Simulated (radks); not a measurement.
The nuclear charge of the ytterbium ion Yb+ is varied continuously with 69 electrons held in [Xe] 4f14 6s1. All-electron calculation, scalar-relativistic Kohn-Sham, r2SCAN, spin-polarised, spherical densities, finite nucleus; open shells are filled with parallel spins first (spin-orbit coupling, left out, can overturn this in heavy ions); meta-GGA in the generalised Kohn-Sham scheme; Fermi nuclear charge, rms radius 5.3108 fm. Program: a radial shooting solver on a logarithmic mesh with Libxc functionals. By the Hellmann-Feynman theorem dE/dZ = E(electron-nucleus)/Z, the electronic potential at the nucleus (averaged over a nucleus of fixed radius). The scalar-relativistic energy here is not variational (the density holds large components alone), so the two differ by a part that grows with Z.

Z     E (hartree)  E(electron-nucleus)/Z (hartree)  HOMO  e(HOMO) (eV)  <r> HOMO (bohr)
69.5  -13811.9507                         -488.821    4f        -2.667           0.8311
70    -14059.3730                         -494.150    4f        -9.561           0.7808
70.5  -14309.5014                         -499.468    6s       -13.743            3.288
71    -14562.3351                         -504.787    6s       -18.125            3.073

The central difference of E at Z = 70 is -497.551 hartree, to compare with the third column; the second derivative is -10.8 hartree. No converged solution with all levels bound was reached at Z = 69.
